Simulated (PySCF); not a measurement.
Species: C5H11B.
SMILES with atom numbers: `[BH2:1][C@@H:2]1[CH2:3][CH2:4][C@@H:5]1[CH3:6]` (hydrogens: H7, H8 on B1; H9 on C2; H10, H11 on C3; H12, H13 on C4; H14 on C5; H15, H16, H17 on C6)

Level of theory: PySCF 2.14.0, PBE0-D3(BJ)/def2-SVP geometry optimisation, gas phase.

**Question.** List the bond lengths, angles and torsions at this level.

**Answer.** 
```tsv
bond	length (pm)	order
B1–C2	154.9	single
C2–C3	155.0	single
C3–C4	154.1	single
C4–C5	154.7	single
C5–C6	151.7	single
C2–C5	155.8	single
B1–H7, B1–H8	121.2	single
C2–H9	111.5	single
C3–H10	110.1	single
C3–H11	110.0	single
C4–H12	110.1	single
C4–H13	110.2	single
C5–H14	110.2	single
C6–H15, C6–H16, C6–H17	110.2	single
```

Bonds in one row agree within 1 pm and their mean is given. Orders are formal, as drawn. A selection of angles:
```tsv
angle	degrees
C2–B1–H7	120.0
C2–B1–H8	121.4
H7–B1–H8	118.4
B1–C2–C3	123.8
B1–C2–C5	125.0
B1–C2–H9	100.2
C3–C2–C5	89.3
C3–C2–H9	108.9
C5–C2–H9	109.1
C2–C3–C4	88.9
C2–C3–H10	112.3
C2–C3–H11	117.1
C4–C3–H10	112.7
C4–C3–H11	117.3
H10–C3–H11	107.8
C3–C4–C5	90.0
C3–C4–H12	112.2
C3–C4–H13	117.1
C5–C4–H12	112.2
C5–C4–H13	116.3
H12–C4–H13	108.3
C4–C5–C6	114.2
C4–C5–H14	114.6
C6–C5–H14	109.4
C2–C5–C4	88.4
C2–C5–C6	114.6
C2–C5–H14	114.6
C5–C6–H15	111.2
H15–C6–H16	107.5
```

Dihedral angles: B1–C2–C3–C4 -147° (anticlinal); C2–C3–C4–C5 14° (synperiplanar); C3–C4–C5–C6 102° (anticlinal); B1–C2–C5–C4 146° (anticlinal).

The 5 C–C bonds span 1.517 Å (C5–C6, drawn single) to 1.558 Å (C2–C5, drawn single), a spread of 0.041 Å. B1 (three-coordinate boron) is planar (angles 121.4°, 120.0° and 118.4°, sum 359.9°, 0.03 Å off the plane of its three neighbours). The 4-membered ring C2–C3–C4–C5 has internal angles of 88.4° to 90.0° (sum 357°, against 360° for a flat polygon); it is puckered, 0.10 Å rms from its mean plane, widest ring torsion 14°. Of the pairs four or more bonds apart, C3···H15 is among the closest relative to their van der Waals radii: 3.00 Å, 104 % of the sum of Bondi's values.

Point group: C1 (no symmetry element, even within 0.4 Å). PBE0-D3(BJ)/def2-SVP frequencies: not computed here. One conformer, not necessarily the lowest (H–B1–C2–C3 -37° and 148°, B1–C2–C3–C4 -147°, C2–C3–C4–C5 14°, C3–C4–C5–C6 102°, B1–C2–C5–C4 146°).

Cost: about 4 min of CPU time on one thread; the machine was shared, so the figure is rough. These figures are those of the optimisation.
